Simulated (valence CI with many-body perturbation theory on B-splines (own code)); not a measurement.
**Hyperfine factors and g values of Pr⁴⁴⁺**

Computed by configuration interaction combined with many-body perturbation theory (CI+MBPT): five valence electrons over a frozen Dirac-Fock core [Ne], a basis of 11 s, 11 p, 10 d, 8 f, 5 g, 2 h functions for each j, with the one-electron correlation potential Σ1, the two-electron term Σ2, the three-electron term Σ3, Breit, model QED; selected CI, second order for the rest, scaled by the run's own slope (own B-spline code, finite nucleus).

The last digits are not significant, and no measured levels were compared; by estimate large intervals hold to a few tenths of a per cent, small ones and those within an open d or f shell to about a per cent. Among the levels kept, up to 3100 cm⁻¹ of a level comes from second order outside the variational space, and about a tenth of that is noise between levels of different J, which matters for small intervals.

A/g_I is the dipole constant over the nuclear g factor μ/I (μ in nuclear magnetons, uniformly magnetised nucleus), B/Q the quadrupole constant per barn. Both hold the static response of the core; the bare values leave it out. Large factors of s and p1/2 electrons are usually good to 5 to 10 %; those of open d and f shells near neutrality can be off by tens of per cent, and small factors of p3/2, d and f electrons come from cancelling terms and can be off by a factor of two or in sign, in half-filled shells by more. B is blank for J = 1/2, where it vanishes, and for nearly pure S terms. Energies count from the lowest level.

Levels are named by their leading jj configuration (3d3/2^4 stands for four electrons in 3d with j = 3/2), which in mixed levels can hold well under half, so a name can repeat and another be missing. Letters in brackets count levels of one name in rising energy.

```csv
Level,E (eV),g,A/g_I (MHz),A/g_I bare,B/Q (MHz/b),B/Q bare
(3s^2 3p1/2^2 3p3/2) J=3/2,0.00,1.376,91200,91200,168000,165000
(3s^2 3p1/2 3p3/2^2) J=3/2,111.13,1.446,-14300,-11800,26400,26000
(3s^2 3p1/2 3p3/2^2) J=5/2,120.26,1.192,208000,205000,-460,-448
(3s^2 3p1/2 3p3/2^2) J=1/2,131.60,0.655,656000,641000,,
(3s^2 3p1/2^2 3d3/2) J=3/2,170.92,0.780,46700,48100,21300,22500
(3s^2 3p1/2^2 3d5/2) J=5/2,204.85,1.246,69800,70300,4240,5940
(3s 3p1/2^2 3p3/2^2) J=5/2,235.95,1.429,400000,392000,78100,77000
(3s^2 3p3/2^3) J=3/2,244.08,1.291,99000,98500,-194000,-190000
(3s 3p1/2^2 3p3/2^2) J=1/2,256.70,2.150,1760000,1720000,,
(3s 3p1/2^2 3p3/2^2) J=3/2,257.05,1.152,-208000,-199000,-35800,-35100
(3s^2 3p1/2 3p3/2 3d3/2) J=5/2 [a],281.05,0.957,158000,156000,-25500,-24300
(3s^2 3p1/2 3p3/2 3d3/2) J=3/2 [a],282.60,0.921,150000,149000,-112000,-110000
(3s^2 3p1/2 3p3/2 3d3/2) J=1/2 [a],283.01,0.211,239000,235000,,
(3s^2 3p1/2 3p3/2 3d3/2) J=7/2,290.04,1.054,152000,151000,160000,159000
(3s^2 3p1/2 3p3/2 3d5/2) J=7/2 [a],309.13,1.306,-18500,-15900,195000,194000
(3s^2 3p1/2 3p3/2 3d3/2) J=5/2 [b],311.59,1.210,43000,44500,125000,123000
(3s^2 3p1/2 3p3/2 3d5/2) J=3/2 [a],313.05,1.420,-7810,-5040,-72900,-71400
(3s^2 3p1/2 3p3/2 3d3/2) J=3/2 [b],317.69,1.230,735,3350,6590,5900
(3s^2 3p1/2 3p3/2 3d3/2) J=1/2 [b],318.00,1.667,449000,439000,,
(3s^2 3p1/2 3p3/2 3d5/2) J=5/2 [a],318.09,1.169,176000,174000,-110000,-108000
(3s^2 3p1/2 3p3/2 3d5/2) J=9/2,318.84,1.197,114000,113000,169000,169000
(3s^2 3p1/2 3p3/2 3d5/2) J=7/2 [b],336.75,1.100,130000,128000,32200,33100
(3s^2 3p1/2 3p3/2 3d5/2) J=5/2 [b],338.50,1.216,-6630,-4640,44000,44600
(3s^2 3p1/2 3p3/2 3d5/2) J=3/2 [b],342.51,0.951,177000,174000,24200,24300
(3s^2 3p1/2 3p3/2 3d5/2) J=1/2,344.37,1.304,-220000,-212000,,
(3s 3p1/2 3p3/2^3) J=3/2 [a],360.22,1.367,264000,260000,-158000,-156000
(3s 3p1/2 3p3/2^3) J=5/2,371.00,1.274,486000,476000,-209000,-206000
(3s 3p1/2 3p3/2^3) J=1/2,386.73,1.315,-401000,-388000,,
(3s 3p1/2 3p3/2^3) J=3/2 [b],387.59,1.151,195000,192000,3670,3640
(3s 3p1/2^2 3p3/2 3d3/2) J=5/2 [a],400.18,1.303,337000,331000,47500,46500
(3s 3p1/2^2 3p3/2 3d3/2) J=3/2 [a],401.83,1.335,241000,238000,-3900,-4710
(3s 3p1/2^2 3p3/2 3d3/2) J=1/2 [a],402.81,2.572,1050000,1030000,,
(3s 3p1/2^2 3p3/2 3d3/2) J=7/2,406.20,1.321,324000,319000,143000,142000
(3s 3p1/2^2 3p3/2 3d3/2) J=3/2 [b],419.86,0.985,97800,97600,-98900,-97000
(3s^2 3p3/2^2 3d3/2) J=5/2,425.73,1.187,131000,130000,-29800,-29700
(3s^2 3p3/2^2 3d3/2) J=7/2,426.77,1.163,74300,74900,40100,40400
(3s^2 3p3/2^2 3d3/2) J=3/2 [a],427.21,1.182,42400,43700,-55800,-55700
(3s^2 3p3/2^2 3d3/2) J=1/2,427.54,1.463,-24300,-22900,,
(3s 3p1/2^2 3p3/2 3d5/2) J=9/2,428.74,1.384,263000,259000,158000,158000
(3s 3p1/2^2 3p3/2 3d3/2) J=5/2 [b],432.23,0.868,-70500,-66500,111000,110000
```

Take the isotope of mass number 141, with I = 5/2, μ = 4.266 μN and Q = -0.0589 b. What is the hyperfine structure of (3s^2 3p1/2^2 3d3/2) J=3/2?

From the table A = 79700 MHz, B = -1250 MHz. Shifts from the centre of gravity in MHz: F = 1: -419000, F = 2: -259000, F = 3: -19200, F = 4: 299000.
